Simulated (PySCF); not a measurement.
Al(H)(Br)(OMe) (CH4AlBrO), SMILES C[O][AlH][Br]. Atoms are numbered in the order given.

```xyz
8

Al    -1.0456     0.5001     0.0000
H     -2.6097     0.4066     0.0000
Br     0.2593    -1.3418     0.0000
O     -0.3126     2.0171     0.0000
C      0.9508     2.5986     0.0000
H      1.0797     3.2387     0.8899
H      1.0797     3.2387    -0.8899
H      1.7637     1.8497     0.0000
```

Geometry: PBE0-D3(BJ)/def2-SVP. The structure was generated by enumeration; whether it is a known compound was not checked. One conformer was computed; it need not be the lowest.

Two levels are set side by side: PBE/pcSseg-1 (PySCF) and PBE0/pcSseg-1 (PySCF). GIAO shifts against H2O (¹⁷O), TMS (¹H), TMS (¹³C) at the same level; non-relativistic, no solvent, atoms listed together averaged. Without spin–orbit terms, shifts of atoms bonded to Cl or Br come out too high at both levels. Differences are taken from unrounded values.

| quantity | PBE0 |
|---|---|
| δ(¹H) of H2 (ppm) | 4.67 |
| δ(¹⁷O) of O4 (ppm) | 63.2 |
| δ(¹³C) of C5 (ppm) | 56.1 |

Task: What does PBE give, and how far is it from PBE0? (The exact figures need the calculation; the answer reports its results.)

Result: 
| quantity | PBE | PBE minus PBE0 |
|---|---|---|
| δ(¹H) of H2 (ppm) | 4.77 | 0.09 |
| δ(¹⁷O) of O4 (ppm) | 88.8 | 25.6 |
| δ(¹³C) of C5 (ppm) | 58.2 | 2.1 |

Rough cost on one machine, each run with all the roots and properties that it gave: PBE0 against PBE within a factor of 2.
